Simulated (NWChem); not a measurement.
System: AuNH$_{4}$; SMILES [NH3]->[AuH]

All runs: NWChem. All runs use the structure optimised with PBE0/def2-SVP. Not confirmed as a minimum by frequencies. def2 effective core potentials on Au; no spin-orbit coupling. Ions are spin-unrestricted doublets at the neutral geometry; other ion states weren't tried.

### Question
Predict the results for CAM-B3LYP/def2-SVP. Quantities: −ε(HOMO) (eV).

### Answer
```json
{
  "−ε(HOMO) (eV)": "7.68"
}
```
